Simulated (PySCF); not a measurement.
A geometry optimisation on `[O]=[W-2](=[O])(=[O])=[O]` ([WO4]2-).

Method: PBE0-D3(BJ)/def2-SVP geometry optimisation, gas phase, def2 core potentials past Kr (PySCF 2.14.0). Start geometry: GFN2-xTB. A driver script takes a list of jobs; this job's settings line and coordinates (Å) are shown.

Input:
```
{"job": {"xc": "PBE0", "basis": "def2-SVP", "d3": "d3bj", "grid": 1, "maxiter": 30, "shake": 0.03, "kind": "geom"}, "charge": -2, "multiplicity": 1}
W      0.061180    -0.077340     0.012670
O     -0.005780    -0.032260     1.797030
O      1.635900     0.004660    -0.637250
O     -0.757650     1.482830    -0.591630
O     -0.858800    -1.488370    -0.642950
```

Output:
```
step   0  E = -367.55057612  max force = 0.115314
step   1  E = -367.56081642  max force = 0.050146
step   2  E = -367.56326440  max force = 0.009945
step   3  E = -367.56347551  max force = 0.005744
step   4  E = -367.56355658  max force = 0.001050
step   5  E = -367.56355810  max force = 0.000599
step   6  E = -367.56356047  max force = 0.000197
optimisation converged
```

Energies in Eh; «max force» is the largest Cartesian gradient component in Eh/bohr.

Problem. Give the first gradient maximum in eV/Å.

Solution. With 1 Eh/bohr = 51.422 eV/Å, 5.930 eV/Å.

Main results: final energy -367.56356 Eh after 6 steps.

The ion is multiply charged and computed in the gas phase, without counter-ions or solvent; whether it holds all its electrons wasn't checked.

Time: 28 s; peak memory 0.34 GiB. Hardware: an Arm Neoverse V1 with one thread, no GPU, shared host with 32 logical CPUs at a one-minute load of 41.
Labels such as C1 count atoms from 1, the log's own numbers from 0.
